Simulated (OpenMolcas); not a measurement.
## Ge²⁺: effect of correlating more closed shells

```json
{
  "Program": "OpenMolcas 26.06",
  "Basis": "ANO-RCC-VTZP [6s5p3d1f]",
  "Scalar Hamiltonian": "DKH2, point nucleus",
  "Active space": "2 electrons in 4 orbitals (4s 4p)",
  "State averaging": "2S+1 = 3 even, 3 roots; 2S+1 = 1 even, 7 roots; 2S+1 = 3 odd, 3 roots; 2S+1 = 1 odd, 3 roots",
  "Spin-orbit coupling": "state interaction with AMFI integrals over the reference wave functions, term energies averaged over their components"
}
```

Methods on the same reference wave functions:
A. CASSCF
B. MS-CASPT2, IPEA 0.25 Eh, imaginary shift 0.1 Eh (closed shells correlated: none)
C. MS-CASPT2, IPEA 0.25 Eh, imaginary shift 0.1 Eh (closed shells correlated: 3d)
D. MS-CASPT2, IPEA 0.25 Eh, imaginary shift 0.1 Eh (closed shells correlated: 3s 3p 3d)

Energies in cm⁻¹ above 4s² ¹S₀, the measured ground level; measured values from Sugar and Musgrove, J. Phys. Chem. Ref. Data 22, 1213 (1993).

```
     Level       A       B       C       D  Measured
   4s² ¹S₀     0.0     0.0     0.0     0.0       0.0
4s 4p ³P°₀   58094   58306   60467   60690     61734
4s 4p ³P°₁   58753   58962   61122   61344     62500
4s 4p ³P°₂   60123   60334   62495   62718     64144
4s 4p ¹P°₁   98492   93961   93442   93385     91873
   4p² ³P₀  144281  144378  146865  147477    147685
   4p² ³P₁  145026  145144  147635  148248    148640
   4p² ³P₂  146248  146173  148676  149279    150372
   4p² ¹D₂  156513  149510  152140  152635    144975
   4p² ¹S₀  179445  173240  174911  175206    174114
```

Deviations, from unrounded energies. A percentage is the sum of absolute deviations over the sum of measured energies, with the sign that they share, or ± where signs differ.

```json
{"Against measurement": "mean absolute deviation (cm-1)", "Levels": "9", "A": "5100", "B": "3300", "C": "1900", "D": "1700"}
{"Against measurement": "other configurations (%)", "Levels": "9", "A": "±4.4", "B": "±2.8", "C": "±1.7", "D": "±1.5"}
```

D lies closest to measurement on these levels and A furthest from it. The largest miss of D in the table is 4p² ¹D₂, by +7700 cm-1. The ranking rests on the paired levels alone, and a cruder setting can come out closer through cancelling errors.

Among B to D the level of the table that moves most is 4p² ¹D₂, by 3100 cm-1 (lowest in B, highest in D).

The lowest spin-free term lies below A's lowest term by 0.005 hartree in B, 0.390 hartree in C, 0.599 hartree in D.

What an inner shell adds also hangs on whether the basis holds functions to correlate it.

Over all roots computed the reference weight is 0.94 to 1.00 in B; the roots of lowest weight are the least certain, and an intruder state may touch them. The ¹D term of p² mixes with s d, which this space lacks. Some levels mix across a computed gap that differs much from the measured one, so their mixing is not that of the real levels (holds for B; C; D). Measured partners are found by configuration, term and J. A level has none where our copy of the source lacks it or the pairing is in doubt (some pairs that miss far off the trend of their configuration count as doubtful), and it then counts in no deviation. Levels of configurations outside the active space are missing.

° marks odd parity.
